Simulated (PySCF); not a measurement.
## What went wrong, or what changed?

The sound run of [BiCl4]− (singlet) uses PySCF 2.14.0, RKS PBE, Bi def2-SVP with ECP60, Cl def2-SVP; non-relativistic Hamiltonian with scalar-relativistic core potentials where named; density fitting; no spin-orbit coupling, grid (50, 194), threshold 1e-8 and 55 cycles at the relaxed geometry. This run, with dm0 from free metal ions and neutral atoms, differs:

```python
mol = gto.M(atom='''
Bi     0.00000     0.00000     0.47919
Cl     2.48217     0.00000    -0.32797
Cl    -0.00000     2.48217    -0.32797
Cl    -2.48217    -0.00000    -0.32797
Cl     0.00000    -2.48217    -0.32797''',
    basis={'Bi': 'def2-SVP', 'Cl': 'def2-SVP'},
    ecp={'Bi': 'def2-SVP'},
    charge=4, spin=0)
mf = dft.RKS(mol, xc='PBE')
mf.grids.atom_grid = (50, 194)
mf = mf.density_fit()  # fitting sets: Bi def2-universal-JKFIT, Cl def2-universal-JKFIT
mf.conv_tol = 1e-08; mf.max_cycle = 69
mf.kernel(dm0)
```

Problem. What was changed, and how did it end?

Solution. The charge was changed. The program refused it. The cycle limit differs too. These settings are unsound on purpose: the numbers aren't the compound's.
```
RuntimeError: Electron number 87 and spin 0 are not consistent
Note mol.spin = 2S = Nalpha - Nbeta, not 2S+1
```

Run from Python with OMP_NUM_THREADS=2; the lines above give its settings.

A frequency check found unstable modes (1, the lowest at -49 cm⁻¹), so the relaxed geometry is probably a saddle point.
